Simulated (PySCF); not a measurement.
Hf(OH)4 (H4HfO4), SMILES [OH][Hf]([OH])([OH])[OH], multiplicity 1. Atoms are numbered in the order given.

```xyz
9

Hf     0.0000     0.0000     0.0000
O      1.1204     1.1204    -1.1204
H      1.6722     1.6722    -1.6722
O     -1.1204     1.1204     1.1204
H     -1.6722     1.6722     1.6722
O     -1.1204    -1.1204    -1.1204
H     -1.6722    -1.6722    -1.6722
O      1.1204    -1.1204     1.1204
H      1.6722    -1.6722     1.6722
```
Charge 0, spin multiplicity 1.

Coordinates come from a B3LYP-D3(BJ)/def2-SVP optimisation. The multiplicity is an assumed one; no other spin state was optimised. The isomer is the one that the SMILES or the coordinates give; other isomers of the formula were not compared. The def2 effective core potentials stand for the cores of Hf; spin–orbit coupling is left out. One conformer was computed; it need not be the lowest.

Calculation: PBE/def2-TZVP in PySCF.

Gas-phase values at a fixed geometry.

Task: Estimate the frontier levels, gap, dipole moment and polarisability. (The exact figures need the calculation; the answer reports its results.)

Result: 
```
Item                                                                                                           Result
---------------------------------------------------------------------------------------------  ----------------------
highest occupied level                                                                                       -6.72 eV
lowest empty level                                                                                           -0.60 eV
orbital gap                                                                                                   6.12 eV
dipole moment                                                                                                  0.00 D
quadrupole, principal values (traceless, Buckingham form, about the centre of nuclear charge)    0.00, 0.00, 0.00 D·Å
mean static polarisability                                                                       52.7 bohr³ (7.81 Å³)
polarisability, principal values                                                               52.7, 52.7, 52.7 bohr³
```
